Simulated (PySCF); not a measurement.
Species: C₅H₄F₆O.
Atom-mapped SMILES: `[F:1][C:2]([F:3])([F:4])[O:5][C:6]1([C:7]([F:8])([F:9])[F:10])[CH2:11][CH2:12]1` (hydrogens: H13, H14 on C11; H15, H16 on C12)

Geometry (GFN2-xTB, Å), atoms numbered from 1 in this order:
```
atom  x, y, z in Å
F1     1.757   -0.144   -1.533
C2     2.042   -0.200   -0.229
F3     2.227   -1.508    0.039
F4     3.206    0.395   -0.038
O5     1.125    0.356    0.557
C6    -0.241    0.180    0.223
C7    -0.816    1.475   -0.326
F8    -0.866    2.433    0.606
F9    -0.102    1.961   -1.344
F10   -2.069    1.307   -0.770
C11   -0.792   -1.132   -0.255
C12   -1.105   -0.651    1.129
H13   -0.108   -1.958   -0.368
H14   -1.562   -1.095   -1.011
H15   -0.610   -1.128    1.960
H16   -2.094   -0.282    1.349
```

Mayer bond orders were computed from the PBE0/pcSseg-1 density (PySCF). Geometry: GFN2-xTB, one conformer, isolated molecule.

Q: The orders 0.86, 0.95, 1.01, 1.08 belong to the bonds F1–C2, C2–O5, O5–C6, C6–C11, in another order. Match them.

A: O5–C6 0.86; C6–C11 0.95; F1–C2 1.01; C2–O5 1.08.

Q: Set the orders of all bonds between heavy atoms beside their lengths and the difference of the ESP-fitted charges at their ends.

A: 
```
   bond  Mayer order  length (Å)  q(first) − q(second) (e)
  C2–O5        1.084       1.330                    +1.036
  C2–F4        1.073       1.322                    +0.884
  C7–F9        1.030       1.335                    +0.542
  C7–F8        1.017       1.338                    +0.558
  F1–C2        1.011       1.336                    -0.919
 C7–F10        0.990       1.339                    +0.548
  C2–F3        0.989       1.348                    +0.909
C11–C12        0.961       1.498                    +0.084
 C6–C11        0.946       1.500                    +0.405
 C12–C6        0.931       1.502                    -0.490
  C6–C7        0.920       1.520                    -0.241
  O5–C6        0.862       1.418                    -0.493
```

The Mayer order sums products of elements of PS (density times overlap matrix) between the two atoms' basis functions, so it depends on the basis set.
